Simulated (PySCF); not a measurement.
Cartesian coordinates in Å; atom numbers follow the order of the lines, from 1:
```xyz
9

O    -0.7553   -0.0459    1.7158
S    -0.7560   -0.2836    0.2909
O    -1.4001   -1.3971   -0.3463
O    -1.2483    1.0504   -0.4630
C     1.0171   -0.2831   -0.2531
F     1.5702    0.8701    0.0890
F     1.6410   -1.2712    0.3530
F     1.0934   -0.4388   -1.5568
H    -1.1492    1.8022    0.1436
```

[PySCF: PBE0-D3(BJ)/def2-SVP structure; KT2/pcSseg-2 with gauge-including orbitals; non-relativistic; in vacuum; single conformer; equivalent nuclei averaged]

References, each an isolated molecule treated in the same way: $^{13}$C (σref 182.28), $^{1}$H (σref 31.18) against TMS; H2O for $^{17}$O (σref 324.36); $^{33}$S (σref 525.25) against CS2; CFCl3 for $^{19}$F (σref 136.34).

```csv
atoms,nucleus,count,δ (ppm)
F6/F7/F8,$^{19}$F,3,-108.0
S2,$^{33}$S,1,326
O1/O3,$^{17}$O,2,?
C5,$^{13}$C,1,129.3
O4,$^{17}$O,1,204.5
H9,$^{1}$H,1,?
```

**Question.** Estimate the values marked ?.

**Answer.** 
- H9: 5.02 ppm, hydrogen on an oxygen bonded to S; labile proton, position sensitive to the medium
- O1/O3: 229.9 ppm, S=O oxygen

Exchangeable OH/NH protons stand at their gas-phase positions; hydrogen bonding in a real sample shifts them, mostly to higher δ. Shifts are as computed. Against solution values, carbons near 30 ppm lie about +3 ppm off and those near 130 ppm about -1 ppm. Of 1211 compounds with measured shifts, 218 miss one by over three times the rms of a fit or turn the order of signals round; such compounds aren't used in these exercises. Unscaled 19F shifts against computed CFCl3 carry errors that often reach 10 to 50 ppm. Experimental scales use liquid or dissolved standards, which lie at an offset from isolated H2O (liquid H2O: subtract about 36 ppm).
